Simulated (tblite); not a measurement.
Run record: tight-binding relaxation, `[SiH3]c1cccs1`.

Computed with GFN2-xTB geometry optimisation, gas phase (tblite 0.8.0). Start geometry: from a force field or distance geometry. A driver script takes a list of jobs; this job's settings line and coordinates (Å) are shown.

Input:
```
{"job": {"kind": "relax", "xc": "GFN2-xTB", "basis": "xTB"}, "charge": 0, "multiplicity": 1}
Si     2.222100    -0.022800    -0.281300
C      0.349700    -0.024500    -0.112700
C     -0.490000     0.384400     0.909200
C     -1.871700     0.182700     0.574600
C     -2.028000    -0.398200    -0.651400
S     -0.533900    -0.676500    -1.435600
H      2.619500     0.806900    -1.452700
H      2.731600    -1.400500    -0.441200
H      2.821400     0.562900     0.946700
H     -0.160700     0.826100     1.840700
H     -2.704400     0.427300     1.228600
H     -2.954300    -0.668500    -1.150800
```

Output:
```
step      E/eV     max force
  0    -450.83761    1.118
  1    -450.87227    0.589
  2    -450.88673    0.284
  3    -450.89154    0.186
  4    -450.89402    0.142
  5    -450.89638    0.188
  6    -450.89837    0.215
  7    -450.90061    0.174
  8    -450.90213    0.113
  9    -450.90298    0.092
... (10 lines left out)
 20    -450.90940    0.062
 21    -450.90974    0.066
 22    -450.91010    0.052
 23    -450.91043    0.054
 24    -450.91066    0.043
 25    -450.91081    0.029
 26    -450.91089    0.020
 27    -450.91093    0.015
 28    -450.91096    0.014
 29    -450.91097    0.008
```

«max force» is the largest atomic force in eV/Å.

**Question.** From which step on does the largest force stay under 0.1 eV/Å, and how much energy is left to gain from there?

**Answer.** From step 9 (0.092 eV/Å), 8.0 meV above the end.

Main results: energy lowered by 1.7 kcal/mol over 29 steps; largest atomic force 0.008 eV/Å at the end.

**Question.** Where do the atoms end?

**Answer.** 0.070 Å rms from the input after alignment:
```
atom  x, y, z in Å
Si1    2.2282   -0.0063   -0.2550
C2     0.3571   -0.0547   -0.1596
C3    -0.4679    0.3617    0.8442
C4    -1.8397    0.1721    0.5745
C5    -2.0523   -0.3906   -0.6423
S6    -0.5806   -0.6966   -1.4731
H7     2.6282    0.8099   -1.4033
H8     2.7335   -1.3718   -0.4117
H9     2.7043    0.5847    0.9958
H10   -0.0975    0.7945    1.7569
H11   -2.6282    0.4433    1.2539
H12   -2.9839   -0.6468   -1.1065
```

Hardware: one thread of an Arm Neoverse V1, on a shared host. Cost: 0.17 s wall.
Labels such as C1 count atoms from 1, the log's own numbers from 0.
